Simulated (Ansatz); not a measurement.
`B[S][GaH][Cl]` + HCl → `[Cl][GaH][Cl]` + `BS` at 298.15 K and 1 bar (ligand exchange at a Ga–S bond).

Gas-phase electronic energies from Ansatz, PBE0-D4/def2-TZVP geometries. CCSD(T)/CBS is the MP2 limit (def2-TZVPP, def2-QZVPP) plus CCSD(T) − MP2 in def2-TZVPP, frozen cores. This one scheme is used for every species. For Ga outer-core shells are correlated without core-valence functions, which leaves a few kJ/mol of doubt a bond. Scalar relativity is left out up to krypton. Each species was taken in one conformer, which may not be the lowest.

```csv
species,CCSD(T)/CBS energy (Eh),H − E (kJ/mol),S (J/(mol·K))
`B[S][GaH][Cl]`,-2808.18728,101.5,350.0
HCl,-460.38127,26.6,186.8
`[Cl][GaH][Cl]`,-2844.19972,38.8,300.2
`BS`,-424.38198,90.6,245.0
```

H − E and S are ideal-gas, rigid-rotor, harmonic terms from PBE0-D4/def2-TZVP, for one conformer and one mirror image of each species. 1 Eh = 2625.50 kJ/mol, R = 8.31446 J/(mol·K).

Question: By hand: ΔE, ΔH, ΔS and ΔG.

Answer: ΔE = (-2844.19972) + (-424.38198) − (-2808.18728) − (-460.38127) = -0.01315 Eh = -34.5 kJ/mol. Δ(H − E) = 38.8 + 90.6 − 101.5 − 26.6 = 1.3, so ΔH = -33.2 kJ/mol. ΔS = 300.2 + 245.0 − 350.0 − 186.8 = 8.4 J/(mol·K). ΔG = -33.2 − 298.15 × (8.4)/1000 = -35.7 kJ/mol.

Question: By hand: the equilibrium constant, and the temperature at which ΔG would vanish if ΔH and ΔS stayed fixed.

Answer: log₁₀ K = −ΔG/(RT ln 10) = 6.3. ΔH and −TΔS have one sign here, so there is no such temperature.

The number of gas molecules stays the same, so ΔS is small and ΔH decides. A doubt of 5 kJ/mol in ΔE shifts log₁₀ K by 0.9 here. Other conformers and mirror images would add mixing entropy, several J/(mol·K) or more a flexible species. Modes under 60 cm⁻¹, often nearly free rotors, make the harmonic entropy too high. These are equilibria of isolated gas molecules and say nothing of rates. Largest T1 diagnostic: 0.015 (customary marks: 0.02 for closed shells, 0.045 for open ones).

ΔS is within the doubt of such terms, so its sign, and with it that verdict, could turn.
